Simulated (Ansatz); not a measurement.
```yaml
crystal:
  periodic: [false, false, false]
  atoms:
    - {symbol: Nd, position_ang: [0.001140, -0.000946, 0.000539]}
    - {symbol: N, position_ang: [-0.002631, 0.014645, 2.596761]}
    - {symbol: H, position_ang: [0.838952, 0.413327, 3.038234]}
    - {symbol: H, position_ang: [-0.079950, -0.910238, 3.044839]}
    - {symbol: H, position_ang: [-0.766503, 0.547238, 3.038181]}
    - {symbol: N, position_ang: [-0.016638, -0.012386, -2.595306]}
    - {symbol: H, position_ang: [-0.836864, -0.460361, -3.029657]}
    - {symbol: H, position_ang: [0.774096, -0.496425, -3.045257]}
    - {symbol: H, position_ang: [0.000159, 0.916367, -3.041709]}
    - {symbol: N, position_ang: [2.597268, -0.015907, 0.010871]}
    - {symbol: H, position_ang: [3.044186, 0.912155, -0.022392]}
    - {symbol: H, position_ang: [3.043666, -0.512716, -0.773941]}
    - {symbol: H, position_ang: [3.034859, -0.451502, 0.836032]}
    - {symbol: N, position_ang: [-2.594573, 0.014923, -0.030932]}
    - {symbol: H, position_ang: [-3.024827, 0.573077, -0.782902]}
    - {symbol: H, position_ang: [-3.049023, 0.383899, 0.817210]}
    - {symbol: H, position_ang: [-3.040509, -0.907053, -0.146080]}
    - {symbol: N, position_ang: [0.017810, 2.594532, 0.012199]}
    - {symbol: H, position_ang: [0.300071, 3.028658, 0.903273]}
    - {symbol: H, position_ang: [-0.889066, 3.043261, -0.183652]}
    - {symbol: H, position_ang: [0.647133, 3.041921, -0.670341]}
    - {symbol: N, position_ang: [-0.000611, -2.596555, 0.006502]}
    - {symbol: H, position_ang: [-0.216938, -3.039398, -0.898619]}
    - {symbol: H, position_ang: [-0.673972, -3.042473, 0.646711]}
    - {symbol: H, position_ang: [0.892776, -3.038046, 0.269446]}
basis:
  gaussian: {orbitals: def2-mTZVPP}
total_charge: 3
magnetization: {spin_polarized: true, initial_magnetization: 5}
hamiltonian: {xc: {name: BLYP}, dispersion: d3bj}
scf: {omitted_lower_state_checks: [starts]}
```

```sh
$ ansatz run in.yaml --threads 4 --pin off --events-out ev --progress --plain --max-ram 6963MiB
```

Shortened log:

```
Functional definition: BLYP
  name "BLYP"
  cite "Becke, Phys. Rev. A 38, 3098 (1988) doi:10.1103/PhysRevA.38.3098"
  cite "Lee, Yang & Parr, Phys. Rev. B 37, 785 (1988) doi:10.1103/PhysRevB.37.785"
  parameter beta = 0.0042
  parameter a = 0.04918
  parameter b = 0.132
  parameter c = 0.2533
  parameter d = 0.349
  exchange = b88_x(beta = beta)
  correlation = lyp_c(a = a, b = b, c = c, d = d)
these checks for a lower state are left out or cut short: starts
2602 factors; their error is unknown
mean field evaluation 1: about -24399.6749 eV, gradient 1.6e2 eV
mean field evaluation 2: about -24036.1752 eV, gradient 3.1e2 eV
mean field evaluation 4: about -23245.0751 eV, gradient 7.7e2 eV
mean field evaluation 8: about -24481.9445 eV, gradient 2.3e0 eV
mean field evaluation 16: about -24482.7696 eV, gradient 9.3e-2 eV
mean field evaluation 32: about -24482.7698 eV, gradient 1.4e-2 eV
mean field -24482.76975224 eV, -899.7251933774 hartree, gradient 5.4e-6 eV, S^2 8.752489; 0 other end points of the search recorded, 0 dependent functions left out
reference -24482.77021909 eV, -899.7252105338 hartree; 47, 42 occupied and 256, 261 virtual orbitals, 2602 factors
Total energy: -24483.90132162 eV, -899.7667777853 hartree
Checks for a lower state left out: starts
```

It took 96 s on 4 threads of Arm Neoverse V2 on a shared host, peak host memory 1.6 GiB.

In the def2 sets Nd takes a core potential; there is no spin–orbit coupling. With an open 4f shell the SCF may have ended on a state above the lowest.
